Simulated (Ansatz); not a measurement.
Pulling on the Si1–H2 bond in CH4OSi (SMILES CO[SiH]) (multiplicity 1 held, fragments rigid). Energies count from the point at 1.549 Å.
Geometry at that point (charge 0, multiplicity 1):
| atom | x (Å) | y (Å) | z (Å) |
|---|---|---|---|
| Si | -0.4080 | -0.6790 | 0.9181 |
| H | -1.3102 | -1.1884 | -0.2339 |
| O | 0.4506 | 0.4193 | 0.0465 |
| C | 0.3828 | 0.7821 | -1.3262 |
| H | 0.1532 | 1.8459 | -1.4010 |
| H | 1.3533 | 0.5993 | -1.7897 |
| H | -0.3865 | 0.2027 | -1.8435 |

Restricted levels (R-, RO-) in cc, def2 and unpolarised 6-31G sets keep to the state of the molecule at rest. Active spaces are followed from a long bond inwards. Curves can end on different states.

Correlated levels freeze the cores.

The values were computed with Ansatz (a first-principles code) with Gaussian orbitals. Each number belongs to the level named beside it.

Energies in kJ/mol.

```json
[
 {"R (Å)": "1.240", "R-SCS-MP2/cc-pV(D+d)Z": "101", "CASSCF(2,2)/cc-pV(D+d)Z": "109", "SC-NEVPT2 on CASSCF(2,2)/cc-pV(D+d)Z": "105", "FIC-NEVPT4(SD) on CASSCF(2,2)/cc-pV(D+d)Z": "103", "FIC-MRCISD+Q on CASSCF(2,2)/cc-pV(D+d)Z": "102"},
 {"R (Å)": "1.394", "R-SCS-MP2/cc-pV(D+d)Z": "19", "CASSCF(2,2)/cc-pV(D+d)Z": "23", "SC-NEVPT2 on CASSCF(2,2)/cc-pV(D+d)Z": "22", "FIC-NEVPT4(SD) on CASSCF(2,2)/cc-pV(D+d)Z": "20", "FIC-MRCISD+Q on CASSCF(2,2)/cc-pV(D+d)Z": "20"},
 {"R (Å)": "1.549", "R-SCS-MP2/cc-pV(D+d)Z": "0", "CASSCF(2,2)/cc-pV(D+d)Z": "0", "SC-NEVPT2 on CASSCF(2,2)/cc-pV(D+d)Z": "0", "FIC-NEVPT4(SD) on CASSCF(2,2)/cc-pV(D+d)Z": "0", "FIC-MRCISD+Q on CASSCF(2,2)/cc-pV(D+d)Z": "0"},
 {"R (Å)": "1.704", "R-SCS-MP2/cc-pV(D+d)Z": "14", "CASSCF(2,2)/cc-pV(D+d)Z": "9", "SC-NEVPT2 on CASSCF(2,2)/cc-pV(D+d)Z": "10", "FIC-NEVPT4(SD) on CASSCF(2,2)/cc-pV(D+d)Z": "12", "FIC-MRCISD+Q on CASSCF(2,2)/cc-pV(D+d)Z": "12"},
 {"R (Å)": "1.859", "R-SCS-MP2/cc-pV(D+d)Z": "44", "CASSCF(2,2)/cc-pV(D+d)Z": "34", "SC-NEVPT2 on CASSCF(2,2)/cc-pV(D+d)Z": "36", "FIC-NEVPT4(SD) on CASSCF(2,2)/cc-pV(D+d)Z": "39", "FIC-MRCISD+Q on CASSCF(2,2)/cc-pV(D+d)Z": "40"},
 {"R (Å)": "2.092", "R-SCS-MP2/cc-pV(D+d)Z": "100", "CASSCF(2,2)/cc-pV(D+d)Z": "82", "SC-NEVPT2 on CASSCF(2,2)/cc-pV(D+d)Z": "85", "FIC-NEVPT4(SD) on CASSCF(2,2)/cc-pV(D+d)Z": "90", "FIC-MRCISD+Q on CASSCF(2,2)/cc-pV(D+d)Z": "92"},
 {"R (Å)": "2.324", "R-SCS-MP2/cc-pV(D+d)Z": "157", "CASSCF(2,2)/cc-pV(D+d)Z": "130", "SC-NEVPT2 on CASSCF(2,2)/cc-pV(D+d)Z": "133", "FIC-NEVPT4(SD) on CASSCF(2,2)/cc-pV(D+d)Z": "140", "FIC-MRCISD+Q on CASSCF(2,2)/cc-pV(D+d)Z": "143"},
 {"R (Å)": "2.711", "R-SCS-MP2/cc-pV(D+d)Z": "242", "CASSCF(2,2)/cc-pV(D+d)Z": "197", "SC-NEVPT2 on CASSCF(2,2)/cc-pV(D+d)Z": "199", "FIC-NEVPT4(SD) on CASSCF(2,2)/cc-pV(D+d)Z": "209", "FIC-MRCISD+Q on CASSCF(2,2)/cc-pV(D+d)Z": "213"},
 {"R (Å)": "3.099", "R-SCS-MP2/cc-pV(D+d)Z": "311", "CASSCF(2,2)/cc-pV(D+d)Z": "243", "SC-NEVPT2 on CASSCF(2,2)/cc-pV(D+d)Z": "245", "FIC-NEVPT4(SD) on CASSCF(2,2)/cc-pV(D+d)Z": "255", "FIC-MRCISD+Q on CASSCF(2,2)/cc-pV(D+d)Z": "261"},
 {"R (Å)": "3.564", "R-SCS-MP2/cc-pV(D+d)Z": "372", "CASSCF(2,2)/cc-pV(D+d)Z": "271", "SC-NEVPT2 on CASSCF(2,2)/cc-pV(D+d)Z": "275", "FIC-NEVPT4(SD) on CASSCF(2,2)/cc-pV(D+d)Z": "286", "FIC-MRCISD+Q on CASSCF(2,2)/cc-pV(D+d)Z": "292"},
 {"R (Å)": "4.183", "R-SCS-MP2/cc-pV(D+d)Z": "418", "CASSCF(2,2)/cc-pV(D+d)Z": "284", "SC-NEVPT2 on CASSCF(2,2)/cc-pV(D+d)Z": "289", "FIC-NEVPT4(SD) on CASSCF(2,2)/cc-pV(D+d)Z": "301", "FIC-MRCISD+Q on CASSCF(2,2)/cc-pV(D+d)Z": "307"},
 {"R (Å)": "4.958", "R-SCS-MP2/cc-pV(D+d)Z": "424", "CASSCF(2,2)/cc-pV(D+d)Z": "288", "SC-NEVPT2 on CASSCF(2,2)/cc-pV(D+d)Z": "293", "FIC-NEVPT4(SD) on CASSCF(2,2)/cc-pV(D+d)Z": "305", "FIC-MRCISD+Q on CASSCF(2,2)/cc-pV(D+d)Z": "312"}
]
```

Doubts at one or more of the structures used: a restricted determinant that unrestricted orbitals would lower (R-SCS-MP2/cc-pV(D+d)Z).
